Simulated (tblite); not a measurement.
C3H7ClSi.
Z-matrix (Å and degrees, GFN2-xTB geometry), rows numbered from 1:
```
Si
C   1  1.9155
C   2  1.4809  1  110.61
C   3  1.3240  2  125.78  1   -93.56
Cl  4  1.7269  3  122.73  2    -1.24
H   1  1.4638  2  107.88  3  -178.97
H   1  1.4649  2  108.74  3   -59.66
H   1  1.4606  2  109.32  3    60.33
H   2  1.0897  1  108.85  3  -121.03
H   2  1.0898  1  109.51  3   121.12
H   3  1.0812  2  116.76  1    84.24
H   4  1.0775  3  124.10  2   179.08
```

Level: GFN2-xTB in tblite, geometry and Hessian alike; calculated harmonic values, unscaled, isolated species. Against measured fundamentals such values can be off by several per cent, at times by over 20. Modes of hydrogen on silicon can be 10 to 20 % off. One conformer, not necessarily the lowest.

Harmonic wavenumbers (cm⁻¹): 42.0, 108.7, 176.7, 217.1, 415.7, 505.6, 521.4, 555.3, 685.3, 737.8, 769.1, 779.1, 786.2, 788.9, 819.5, 868.8, 1037.3, 1123.6, 1194.1, 1221.2, 1282.2, 1459.2, 1676.1, 2257.5, 2265.7, 2296.1, 2988.4, 2996.5, 3062.3, 3090.8.

A = 5869, B = 1543, C = 1356 MHz; mass 106.001 u (most abundant isotopes); point group C1, symmetry number 1.

**Question.** What is the zero-point energy?

**Answer.** ½Σν̃ = 18364 cm⁻¹ = 52.51 kcal/mol.

**Question.** Entropy at 200 K, 1 bar (ideal gas, RRHO, classical rotation)?

**Answer.** Translation 37.93, rotation 26.47, vibration 11.34: S = 75.7 cal/(mol K).

**Question.** And Cp and H(200 K) − H(0)?

**Answer.** Cp = 20.27 cal/(mol K), of which vibrations give 12.32 (their classical limit is 30 R = 59.6); H(200 K) − H(0) = 2.79 kcal/mol without the zero-point energy, 1.20 from vibrations.

**Question.** Blend soft modes into free rotors: weight 1/[1 + (100 cm⁻¹/ν̃)⁴] for the oscillator and the rest for a rotor with moment μB/(μ + B), μ = h/(8π²ν), B = 10⁻⁴⁴ kg m². What vibrational entropy results?

**Answer.** 10.30 cal/(mol K) in place of 11.34, which changes −T·S at 200 K by +0.21 kcal/mol.

**Question.** What must be added to the electronic energy to get the Gibbs energy at 200 K and 1 bar?

**Answer.** ZPE + [H(200 K) − H(0)] − T·S = 52.51 + 2.79 − 15.15 = 40.15 kcal/mol.

**Question.** Which modes carry the vibrational entropy at 200 K?

**Answer.** 42.0 cm⁻¹: 4.37; 108.7 cm⁻¹: 2.53; 176.7 cm⁻¹: 1.64; 217.1 cm⁻¹: 1.29; 415.7 cm⁻¹: 0.42; 505.6 cm⁻¹: 0.25 cal/(mol K); the other 24 give 0.84 together.

**Question.** How do the functions run with temperature in this model?

**Answer.** 
| T (K) | S (cal/(mol K)) | Cp (cal/(mol K)) | H − H(0) (kcal/mol) | G − H(0) (kcal/mol) | ln q(vib) |
| --- | --- | --- | --- | --- | --- |
| 150 | 70.4 | 16.9 | 1.87 | -8.70 | 1.92 |
| 250 | 80.7 | 23.9 | 3.90 | -16.27 | 3.44 |
| 298.15 | 85.2 | 27.4 | 5.14 | -20.26 | 4.18 |
| 400 | 94.1 | 33.7 | 8.26 | -29.40 | 5.80 |
| 600 | 109.6 | 42.6 | 15.96 | -49.82 | 8.98 |
| 900 | 128.6 | 51.0 | 30.10 | -85.66 | 13.47 |

q(vib) and H(0) count from the zero-point level.

Hindered rotation and anharmonicity are outside this model. Other conformers, if any are populated, would add a mixing term that is left out. The structure is chiral; the term R ln 2 for an equal mix with its mirror image is left out.

Hardware: Intel Xeon at 2.50 GHz, one thread, shared host with 64 logical CPUs at a one-minute load of 61. Cost: 0.65 s of wall time. This covers the Hessian and the dipole derivatives.
